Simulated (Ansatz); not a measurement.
Consider the ligand exchange at the Si–S bond: `B[SiH2]CS[SiH3]` + `CCS` → `CCS[SiH3]` + `B[SiH2]CS`.

Calculated with Ansatz (gas phase, PBE0-D4/def2-TZVP geometries, no zero-point term in ΔE). CCSD(T)/CBS is the MP2 limit (def2-TZVPP, def2-QZVPP) plus CCSD(T) − MP2 in def2-TZVPP, frozen cores. This one scheme is used for every species. DFT in def2-TZVPP. HSE06 is defined as in plane-wave codes. Each species was taken in one conformer, which may not be the lowest.

`B[SiH2]CS[SiH3]`:

```xyz
14

B     2.189   -1.184   -1.618
Si    0.631    0.010   -1.180
C     0.628    0.686    0.582
S    -0.809    1.761    0.928
Si   -2.269    0.314    1.465
H     2.349   -1.553   -2.745
H     2.970   -1.575   -0.801
H     0.580    1.162   -2.124
H    -0.605   -0.801   -1.390
H     0.685   -0.113    1.325
H     1.508    1.316    0.737
H    -2.648   -0.577    0.338
H    -1.757   -0.538    2.573
H    -3.451    1.092    1.910
```

`CCS`:

Cartesian coordinates in Å:
```
C 0.520 0.046 0.810
C -0.164 -0.519 -0.417
S -0.493 0.706 -1.712
H 1.459 0.534 0.543
H 0.734 -0.749 1.530
H -0.113 0.785 1.306
H 0.472 -1.260 -0.909
H -1.097 -1.024 -0.159
H -1.317 1.482 -0.991
```

`CCS[SiH3]`:

Cartesian coordinates in Å:
```
C 1.123 -0.747 1.622
C 0.547 0.054 0.472
S -0.899 -0.822 -0.222
Si -1.426 0.548 -1.755
H 0.386 -0.877 2.418
H 1.990 -0.231 2.042
H 1.442 -1.737 1.291
H 1.290 0.184 -0.318
H 0.229 1.042 0.810
H -2.610 -0.024 -2.442
H -1.759 1.885 -1.193
H -0.311 0.725 -2.725
```

`B[SiH2]CS`:

Cartesian coordinates in Å:
```
B 0.272 1.468 -1.656
Si 0.566 0.619 0.140
C -0.497 -0.914 0.426
S -0.167 -1.616 2.057
H -0.500 1.045 -2.466
H 0.891 2.449 -1.950
H 2.006 0.246 0.268
H 0.273 1.623 1.204
H -1.548 -0.627 0.339
H -0.273 -1.642 -0.357
H -1.025 -2.649 1.997
```

(1) Is it downhill or uphill in electronic energy at CCSD(T)/CBS, and by how much? (Estimate.)

(2) What do these levels give: LDA (SPW92), CAM-B3LYP-D4, PBE-QIDH, r2SCAN, HSE06, CCSD/CBS(def2)? (Best estimate.)

(3) What do rigid-rotor, harmonic-oscillator terms from PBE0-D4/def2-TZVP frequencies (298.15 K, 1 bar) make of the CCSD(T)/CBS value? (Estimate.)

Largest T1 diagnostic among the species: 0.012.

## Answers

(1) Computed: Nearly level: ΔE = -0.3 kJ/mol.

(2) Computed: LDA (SPW92) 0.6, CAM-B3LYP-D4 0.0, PBE-QIDH -1.5, r2SCAN -1.6, HSE06 -1.8, CCSD/CBS(def2) -1.1 kJ/mol.

(3) Ansatz gave: ΔZPE = +0.3 kJ/mol, ΔH = -0.1 kJ/mol, ΔS = 0 J/(mol·K), ΔG = 0.0 kJ/mol. Modes under 50 cm⁻¹ make the entropy rough.

Leaving LDA and LC-ωPBE aside and taking each functional with its dispersion term where it has one, the values, not all of them listed here, spread over 3.2 kJ/mol, from B2PLYP to BLYP-D4. In def2-TZVPP, CCSD(T) changes the Hartree–Fock value by +3.9 kJ/mol (the triples alone add +0.8 kJ/mol) and MP2 by +3.4 kJ/mol.
